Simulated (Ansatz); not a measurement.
C2H5FSZn, SMILES `[CH3][Zn][CH](F)S`. The species carries charge 0 and has multiplicity 1. For Zn the d shell is correlated and the shells below it are frozen. Scalar relativity is left out up to krypton.

| atom | x (Å) | y (Å) | z (Å) |
| --- | --- | --- | --- |
| C1 | 1.1938 | 1.3251 | 1.2631 |
| Zn2 | 0.0529 | 0.0253 | 0.3966 |
| C3 | -1.0799 | -1.2812 | -0.5498 |
| F4 | -2.4426 | -0.9992 | -0.4133 |
| S5 | -0.6065 | -1.4149 | -2.2758 |
| H6 | 2.1126 | 0.8540 | 1.6208 |
| H7 | 1.4703 | 2.1247 | 0.5719 |
| H8 | 0.6866 | 1.7758 | 2.1192 |
| H9 | -0.9349 | -2.3002 | -0.1762 |
| H10 | -0.4522 | -0.1094 | -2.5564 |

Q: Give the diagnostics of a CCSD(T)/def2-TZVPP run (frozen core, Ansatz 0.2.0). (An estimate is asked.)

A: Ansatz gave: T1 = 0.0141, largest single amplitude 0.024, largest double 0.025, (T) share of the correlation energy 3.6 %, 12 CCSD cycles. The RHF solution is stable towards an unrestricted one. T1 lies under the customary mark of 0.02 for closed shells.
